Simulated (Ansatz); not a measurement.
System: sum formula SiNH₄, charge 0, multiplicity 2. It need not be the lowest isomer of its formula. 
Geometry from a B3LYP-D3(BJ)/def2-TZVP (Ansatz, a first-principles code) optimisation:
```xyz
6

Si    -0.6251     0.0767    -0.0245
N      1.1015    -0.0449    -0.0103
H     -1.1414    -1.1445    -0.7060
H     -1.0708     0.1044     1.3977
H      1.6507     0.5645     0.5765
H      1.6028    -0.2838    -0.8524
```
Charge 0, spin multiplicity 2.

Quantity: atomisation energy (electronic, to ground-state atoms); the coupled-cluster value holds the core correlation from cc-pwCVTZ, in kcal/mol. Cores are frozen in the correlated levels unless marked. UHF or UKS for open shells. Spin-orbit coupling is left out. No relativistic terms. Basis-set limits of correlation are two-point, X^-3; Hartree-Fock from the larger set (for Q and 5 zeta extrapolated as (X+1)exp(-9√X)).

Level to compare with: CCSD(T)/CBS(cc-pV(Q+d)Z,cc-pV(5+d)Z) plus the core term (Ansatz), 422.9 kcal/mol. It is a level with limits of its own, and the differences hold the functionals' basis error too.

Task: Rank these functionals by how close they come to CCSD(T)/CBS(cc-pV(Q+d)Z,cc-pV(5+d)Z), closest first: r2SCANh/def2-TZVPD (Ansatz); B3LYP/def2-TZVPD (Ansatz); SVWN5/def2-TZVPD (Ansatz).

Result: B3LYP/def2-TZVPD (global hybrid, 423.6 kcal/mol, difference 0.7), r2SCANh/def2-TZVPD (hybrid meta-GGA, 419.5 kcal/mol, difference -3.4), SVWN5/def2-TZVPD (LDA, 477.3 kcal/mol, difference 54.4)
